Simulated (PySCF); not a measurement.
Compound: C4H7ClO2Si.
Geometry (GFN2-xTB, Å), atoms numbered from 1 in this order:
```xyz
15
C4H7ClO2Si angstrom
O     -0.854    1.646   -0.553
C     -1.908    1.124   -0.342
O     -2.137    0.066    0.408
C     -0.989   -0.552    1.022
C     -0.219   -1.343    0.009
C      0.951   -0.994   -0.507
Si     2.018    0.528   -0.162
Cl     2.343    1.402   -1.942
H     -2.869    1.481   -0.751
H     -0.364    0.223    1.471
H     -1.405   -1.200    1.796
H     -0.733   -2.235   -0.331
H      1.365   -1.661   -1.256
H      3.297    0.012    0.339
H      1.499    1.511    0.775
```

Computed at PBE0/pcSseg-1 (PySCF, non-relativistic), with Q(17O) = −0.0256 b, Q(35Cl) = −0.0817 b: O1, 17O (I = 5/2): χzz = 9.692 MHz, η = 0.236; O3, 17O (I = 5/2): χzz = -9.893 MHz, η = 0.298; Cl8, 35Cl (I = 3/2): χzz = -41.43 MHz, η = 0.066.

Q: Find the zero-field quadrupole resonance frequencies of 17O at O1.

A: From the eigenvalues of H = χ/[4I(2I − 1)] × [3Iz² − I(I + 1) + η(Ix² − Iy²)], steps between neighbouring levels, labelled as for η = 0: ±1/2↔±3/2 1.540 MHz, ±3/2↔±5/2 2.876 MHz (ester carbonyl oxygen).

Q: Find the zero-field quadrupole resonance frequencies of 17O at O3.

A: From the eigenvalues of H = χ/[4I(2I − 1)] × [3Iz² − I(I + 1) + η(Ix² − Iy²)], steps between neighbouring levels, labelled as for η = 0: ±1/2↔±3/2 1.621 MHz, ±3/2↔±5/2 2.918 MHz (ester single-bonded oxygen).

Q: Find the zero-field quadrupole resonance frequencies of 35Cl at Cl8.

A: From ν = (|χ|/2)√(1 + η²/3): ν = 20.73 MHz (silicon-bound chlorine). For 37Cl the ratio of quadrupole moments, 0.7881, gives 16.34 MHz.

Q: Apply the simplest Townes–Dailey estimate (no s hybridisation, no π bonding), ionic character = 1 − χzz/χ0, where χ0 is the coupling for one missing p electron along the bond: −109.74 MHz for 35Cl.

A: Cl8 on Si7: 1 − (-41.43)/(-109.74) = 0.62. In this model a purely covalent bond gives χ0 and a free halide ion gives zero; s hybridisation or π bonding, where present, is counted here as ionic character.

In a crystal, neighbours and librations shift these lines. Isolated species at its GFN2-xTB geometry (one conformer only). GFN2-xTB bond lengths can be off by several hundredths of an ångström, more for odd bonds, and the gradients follow them. With so small a basis the couplings can be 20 % off.
